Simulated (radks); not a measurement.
Values are calculated unless marked as measured or tabulated.
Q: The mean radii <r> (bohr) of the occupied orbitals of an atom or ion are listed with their occupations. Level of theory: scalar-relativistic Kohn-Sham, r2SCAN, spin-polarised, spherical densities, finite nucleus; meta-GGA in the generalised Kohn-Sham scheme; Fermi nuclear charge, rms radius of each element as measured or else 0.836 A^(1/3) + 0.57 fm (a radial shooting solver on a logarithmic mesh with Libxc functionals).

orbital  occ.      <r>
1s up       1  0.04030
1s down     1  0.04030
2s up       1   0.1777
2s down     1   0.1776
2p up       3   0.1551
2p down     3   0.1550
3s up       1   0.5043
3s down     1   0.5050
3p up       3   0.5110
3p down     3   0.5117
3d up       5   0.5092
3d down     4   0.5101
4s up       1    1.326
4s down     1    1.334
4p up       3    1.459
4p down     1    1.473

Name the element and its charge.

A: Z = 37, rubidium, charge +4: Rb4+ in [Ar] 3d(up 5, down 4) 4s2 4p4. The 1s radius gives Z: for a bare nucleus <r> = (2 gamma + 1)/(2Z) with gamma = sqrt(1 - (Z/c)^2), 0.03954 bohr for Z = 37, and screening makes it slightly larger (0.04030 here). The occupations add up to 33, and the charge is Z minus that.
